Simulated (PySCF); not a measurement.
# Computed properties of C4H5Cl, SMILES CC=C=CCl

1-chlorobuta-1,2-diene (C4H5Cl), SMILES CC=C=CCl. The structure is a stationary point at B3LYP-D3(BJ)/def2-SVP. Other conformers were not sampled. All values are computed for the isolated molecule unless a solvent is named; none is compared with measurement here.

**Structure.** All 24 harmonic modes at B3LYP-D3(BJ)/def2-SVP (PySCF) are real, so it is a minimum. With heavy atoms numbered as in [CH3:1][CH:2]=[C:3]=[CH:4][Cl:5], the shortest bond between them is C3–C4 at 1.307 Å and the longest C4–Cl5 at 1.758 Å.

**Vibrations.** The strongest infrared lines (harmonic, unscaled, degenerate partners summed) lie at 755 cm⁻¹ (55 km/mol, C 75 %, Cl 14 %, H 11 %), 1243 cm⁻¹ (40 km/mol, H 84 %, C 16 %), 897 cm⁻¹ (35 km/mol, C 56 %, H 42 %). The softest mode is at 115 cm⁻¹ and the zero-point energy is 47.1 kcal/mol.

**Electronic structure.** HF/def2-TZVP (PySCF) places the frontier levels at -9.88 and 3.40 eV, a gap of 13.28 eV, and gives a dipole moment of 2.44 D and a mean polarisability of 63.8 bohr³. PBE/def2-TZVP (PySCF) at the same geometry gives -6.06 and -1.60 eV, so its gap is 8.82 eV narrower. An orbital gap is neither the optical nor the fundamental gap.

**Excitations.** TDDFT-ωB97X/def2-SVPD (PySCF) has S1 at 5.19 eV (239 nm, f = 0.000, dark); the most intense of the 10 singlets computed lies at 7.40 eV (f = 0.95). T1 (TDA) is at 4.30 eV. TDDFT-PBE/def2-SVPD (PySCF) puts S1 at 4.60 eV. No vertical singlet excitation falls in the visible range (under 3.1 eV).

**NMR.** GIAO shifts at HF/pcSseg-1 (PySCF) (non-relativistic, atoms alike by connectivity averaged): ¹³C from 18.6 to 223.7 ppm against TMS; ¹H from 2.2 to 6.3 ppm against TMS. Without spin–orbit terms, shifts of atoms bonded to Cl or Br come out too high.

**Solvation.** SMD-B3LYP/def2-SVP (PySCF) gives 0.4 kcal/mol in water, -3.6 kcal/mol in ethanol, -4.1 kcal/mol in diethylether (1 M in both phases, gas-phase geometry).
